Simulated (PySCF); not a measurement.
Isomers of C9H10S, from PBE0-D3(BJ)/def2-SVP geometry optimisation, gas phase in PySCF 2.14.0. One conformer each, no zero-point energy, no frequencies.

**Question.** Which is lower in electronic energy at this level?
A. `[CH3:1][S:2][C:3]1=[CH:4][C@H:5]2[CH:6]=[CH:7][C@@H:8]1[CH:9]=[CH:10]2` with C1–S2–C3–C4 0°: A = 2423, B = 866.5, C = 824.9 MHz, dipole 1.17 D
B. `[CH2:1]=[C:2]([CH3:3])[c:4]1[cH:5][cH:6][cH:7][c:8]([SH:9])[cH:10]1` with C1–C2–C4–C5 150°, C7–C8–S9–H -179°: A = 2196, B = 696.7, C = 542.7 MHz, dipole 1.25 D

**Answer.** B. That is `C=C(C)c1cccc(S)c1`, 38.4 kcal/mol below the other.

```json
{"SMILES": "C=C(C)c1cccc(S)c1", "mapped SMILES": "[CH2:1]=[C:2]([CH3:3])[c:4]1[cH:5][cH:6][cH:7][c:8]([SH:9])[cH:10]1", "E (Eh)": "-746.24213", "relative (kcal/mol)": "0.0", "relative (kJ/mol)": "0.0", "dipole (D)": "1.25"}
{"SMILES": "CSC1=C[C@H]2C=C[C@@H]1C=C2", "mapped SMILES": "[CH3:1][S:2][C:3]1=[CH:4][C@H:5]2[CH:6]=[CH:7][C@@H:8]1[CH:9]=[CH:10]2", "E (Eh)": "-746.18089", "relative (kcal/mol)": "38.4", "relative (kJ/mol)": "160.8", "dipole (D)": "1.17"}
```

As drawn, the lower has an aromatic ring and an S–H bond, which the higher lacks.
